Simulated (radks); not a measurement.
The numbers below are computed, except where a source is named.
Tb7+, 58 electrons, occupied as [Kr] 4d10 4f7 5s2 5p3 (the NIST ground configuration).

Level of theory: Dirac Kohn-Sham, LB94 model potential, spin-unpolarised, spherical densities, finite nucleus; open shells fill j = l - 1/2 first; Fermi nuclear charge, rms radius 5.06 fm (a radial shooting solver on a logarithmic mesh with Libxc functionals).

Energy parts (eV):
part                  energy
kinetic            349320.39
electron-nucleus  -779145.64
Hartree            118226.54
(The LB94 potential has no energy functional, so no total or exchange-correlation energy is given.)

Orbitals (lengths in bohr, moments of r in powers of bohr; r(90%) holds 90 % of the orbital's charge):
| orbital | occ. | eigenvalue (eV) | <r> | <r^4> | <r^2> | r(90%) |
|---|---|---|---|---|---|---|
| 1s1/2 | 2 | -52107.81 | 0.02148 | 1.057e-06 | 0.0006299 | 0.0389 |
| 2s1/2 | 2 | -8745.509 | 0.09079 | 0.0001661 | 0.009791 | 0.141 |
| 2p1/2 | 2 | -8325.366 | 0.07570 | 0.0001022 | 0.007087 | 0.125 |
| 2p3/2 | 4 | -7572.103 | 0.08266 | 0.0001357 | 0.008316 | 0.134 |
| 3s1/2 | 2 | -2038.009 | 0.2386 | 0.006402 | 0.06514 | 0.350 |
| 3p1/2 | 2 | -1853.029 | 0.2281 | 0.005790 | 0.06051 | 0.342 |
| 3p3/2 | 4 | -1697.949 | 0.2413 | 0.007136 | 0.06745 | 0.361 |
| 3d3/2 | 4 | -1377.086 | 0.2135 | 0.005119 | 0.05362 | 0.333 |
| 3d5/2 | 6 | -1343.128 | 0.2176 | 0.005462 | 0.05556 | 0.338 |
| 4s1/2 | 2 | -493.8391 | 0.5406 | 0.1581 | 0.3300 | 0.777 |
| 4p1/2 | 2 | -421.5238 | 0.5510 | 0.1781 | 0.3455 | 0.802 |
| 4p3/2 | 4 | -386.8725 | 0.5811 | 0.2192 | 0.3838 | 0.844 |
| 4d3/2 | 4 | -267.0946 | 0.6114 | 0.3008 | 0.4329 | 0.916 |
| 4d5/2 | 6 | -260.7310 | 0.6217 | 0.3209 | 0.4473 | 0.931 |
| 4f5/2 | 6 | -117.2721 | 0.7385 | 0.9358 | 0.6696 | 1.21 |
| 4f7/2 | 1 | -116.2824 | 0.7452 | 0.9691 | 0.6818 | 1.22 |
| 5s1/2 | 2 | -150.9370 | 1.217 | 3.862 | 1.653 | 1.73 |
| 5p1/2 | 2 | -128.3567 | 1.310 | 5.290 | 1.923 | 1.87 |
| 5p3/2 | 1 | -121.8772 | 1.375 | 6.357 | 2.113 | 1.96 |

The highest occupied level is 4f7/2 at -116.28 eV. For comparison, the ionisation energy in NIST's Atomic Spectra Database is 125 eV (theoretical). In exact Kohn-Sham theory the highest level is minus the ionisation energy, but local and semilocal functionals leave it too shallow, through self-interaction and a potential that decays too fast; potentials with the right tail come closer. The electron density at the nucleus is 6.869e+05 e/bohr^3.

Beside tabulated values, note that spin-unpolarised runs miss the spin-polarisation part of the exchange energy of open shells.
